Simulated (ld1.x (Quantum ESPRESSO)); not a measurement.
**H (Z = 1): variants of one TM potential**

Base potential:

| Quantity | Value |
| --- | --- |
| Element | H (Z = 1) |
| Generator | ld1.x (Quantum ESPRESSO) 7.5 |
| Type | norm-conserving Troullier–Martins (Kleinman–Bylander form) |
| Functional | revPBE |
| Relativity | scalar-relativistic |
| Frozen core | none |
| Valence charge | 1 |
| Reference configuration | 1s1 |
| Partial waves | 1s (bound): rc 1.10 bohr |
| Local potential | the s channel |
| Core correction | none |

All-electron outer shells of the reference configuration (revPBE, scalar-relativistic, ld1.x):

| shell | level (eV) | outermost node (bohr) | outermost maximum (bohr) |
| --- | --- | --- | --- |
| 1s | -6.54 | – | 1.03 |

Cutoffs, loose and tight: the cutoffs (Ry, on a coarse ladder) from which the occupation-weighted sum of valence levels, in a spherical-Bessel basis at the reference potential, stays within 10 and 1 mRy of its value at 400 Ry. They do not see the model core or the augmentation charge, which bear on the density cutoff. Test errors are all-electron minus pseudo excitation energies from the reference, over the configurations 1s0.5. A dash means not determined; rows that change the core or the reference have their own tests.

```csv
change,outcome,"cutoff, loose","cutoff, tight",bound ghosts
base,generated,25 Ry,40 Ry,none
wave 1s (bound): rc 1.10 bohr becomes 1s (bound): rc 0.70 bohr,generated,35 Ry,80 Ry,none
wave 1s (bound): rc 1.10 bohr becomes 1s (bound): rc 0.90 bohr,generated,30 Ry,55 Ry,none
wave 1s (bound): rc 1.10 bohr becomes 1s (bound): rc 1.00 bohr,generated,25 Ry,50 Ry,none
wave 1s (bound): rc 1.10 bohr becomes 1s (bound): rc 1.16 bohr,generated,21 Ry,40 Ry,none
wave 1s (bound): rc 1.10 bohr becomes 1s (bound): rc 1.36 bohr,generated,18 Ry,35 Ry,none
wave 1s (bound): rc 1.10 bohr becomes 1s (bound): rc 1.52 bohr,generated,18 Ry,30 Ry,none
```

(1) What comes out with this change to the base: wave 1s (bound): rc 1.10 bohr becomes 1s (bound): rc 1.64 bohr?

## Answers

(1) outcome: generated; cutoff, loose: 15 Ry; cutoff, tight: 25 Ry; bound ghosts: none.

Reading the sweep of the s radius (base included, trends over the rows without a ghost): The loose cutoff falls from 35 Ry at 0.7 to 15 Ry at 1.64 bohr. A larger radius leaves more room for a smooth pseudo-wave, so fewer plane waves are needed; a smaller one forces it to follow the all-electron wave where it bends sharply.
